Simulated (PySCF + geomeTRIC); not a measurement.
Species: HAlCl2, SMILES `[Cl][AlH][Cl]` (charge 0, multiplicity 1).

### Question
Give a relaxed geometry from TPSSh-D3(BJ)/def2-TZVP run with PySCF + geomeTRIC.

### Answer
the end point of this relaxation (outside a Z-matrix the atoms follow the SMILES, hydrogens last).
Z-matrix (Å, degrees):
```
Al
H 1 1.5603
Cl 1 2.0887 2 120.85
Cl 1 2.0888 2 120.89 3 179.95
```
